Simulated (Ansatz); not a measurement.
Job for Ansatz (an electronic-structure program): R-CCSD(T)/cc-pV(T+d)Z on H3NOSi (SMILES N[Si]O), a point of a torsion scan. Files ending in .json are basis or fitting sets from the Basis Set Exchange.

Ansatz 0.2 input:
```yaml
crystal:
  periodic: [false, false, false]
  atoms:
    - {symbol: N, position_ang: [-0.97467538, -0.07001010, 0.18692036]}
    - {symbol: Si, position_ang: [0.34443936, -1.03671557, 0.67483424]}
    - {symbol: O, position_ang: [1.50102908, -0.15185943, -0.12111928]}
    - {symbol: H, position_ang: [-1.92783919, -0.24412985, 0.45077312]}
    - {symbol: H, position_ang: [-0.86747826, 0.74377887, -0.40362397]}
    - {symbol: H, position_ang: [2.41955365, -0.39320268, -0.08636548]}
basis:
  gaussian:
    orbitals: cc-pV_T+d_Z.json
magnetization: {spin_polarized: false}
correlation: {method: ccsd_t, electrons: outside_noble_gas}
scf: {lower_state_search: off}
```

Output:

```
WARN ansatz: RAYON_NUM_THREADS=1 ignored (pool sized by the plan → 1); use --threads N
Functional definition: HF
these checks for a lower state are left out or cut short: stability, starts, cluster_reference, orbital_swaps, neighbouring_geometries, increment
integrals: 0.29 GiB planned
837 factors; integrals over basis functions are off by at most 8.3e-4 eV
mean field: 0.28 GiB planned
mean field evaluation 1: about -11427.7387 eV, gradient 4.7e1 eV
mean field evaluation 2: about -11427.7433 eV, gradient 4.7e1 eV
mean field evaluation 4: about -11431.8855 eV, gradient 2.9e0 eV
mean field evaluation 8: about -11431.9262 eV, gradient 4.3e-4 eV
mean field -11431.92621798 eV, -420.1155396728 hartree, gradient 3.3e-6 eV, S^2 0.000000; 0 other end points of the search recorded, 0 dependent functions left out
7 core orbitals not correlated
reference -11431.92621798 eV, -420.1155396728 hartree; 9, 9 occupied and 125, 125 virtual orbitals, 837 factors
second order -15.23751750 eV of doubles, -0.00000000 eV of singles
coupled cluster: 0.90 GiB planned
cycle   1  -15.31206704 eV  change   -7.5e-2 eV  update   8.8e-2
cycle   2  -15.68650490 eV  change   -3.7e-1 eV  update   2.9e-2
cycle   3  -15.77874421 eV  change   -9.2e-2 eV  update   1.6e-2
cycle   4  -15.76368126 eV  change    1.5e-2 eV  update   3.7e-3
cycle   5  -15.76239636 eV  change    1.3e-3 eV  update   1.6e-3
cycle   6  -15.76287015 eV  change   -4.7e-4 eV  update   5.4e-4
cycle   7  -15.76246432 eV  change    4.1e-4 eV  update   1.9e-4
cycle   8  -15.76243688 eV  change    2.7e-5 eV  update   7.5e-5
cycle   9  -15.76247280 eV  change   -3.6e-5 eV  update   2.5e-5
cycle  10  -15.76246460 eV  change    8.2e-6 eV  update   1.0e-5
perturbative correction -0.60841487 eV, -0.0223588342 hartree
Total energy: -11448.29709745 eV, -420.7171583968 hartree
Checks for a lower state left out: stability, starts, cluster_reference, orbital_swaps, neighbouring_geometries, increment
```

The calculation finished and met its thresholds.

Cost: around 11 core-seconds (rough).
